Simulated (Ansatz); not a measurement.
SnMe2 (C2H6Sn). Total charge 0; singlet. Geometry PBE0-D4/def2-TZVP, basis def2-TZVP, Ansatz.

```xyz
9

C     0.312    1.557    0.027
C    -0.272   -1.565   -0.028
Sn    1.501   -0.279   -0.081
H    -0.271    1.555    0.955
H    -0.403    1.580   -0.801
H     0.923    2.460   -0.004
H    -0.898   -1.347   -0.900
H    -0.867   -1.335    0.861
H    -0.024   -2.627   -0.029
```

```json
{"run": "A", "HOMO (eV)": "-5.78", "LUMO (eV)": "-2.58"}
{"run": "B", "HOMO (eV)": "-4.98", "LUMO (eV)": "-3.05"}
{"run": "C", "HOMO (eV)": "-5.92", "LUMO (eV)": "-2.30"}
{"run": "D", "HOMO (eV)": "-4.87", "LUMO (eV)": "-3.02"}
{"run": "E", "HOMO (eV)": "-5.18", "LUMO (eV)": "-2.92"}
```

In the def2 sets Sn takes a core potential; there is no spin–orbit coupling. B3LYP takes the VWN-RPA correlation.

Q: The runs used B3LYP, BLYP, PBE, PBE0, r2SCAN. Estimate which is which.

A: A B3LYP (20 % exact exchange); B PBE (0 % exact exchange); C PBE0 (25 % exact exchange); D BLYP (0 % exact exchange); E r2SCAN (0 % exact exchange). Exact exchange lowers occupied and raises empty levels; among semilocal functionals meta-GGAs tend to open the gap a little, and such runs are hard to tell apart. The gap grows from 1.85 eV (BLYP) to 3.62 eV (PBE0).
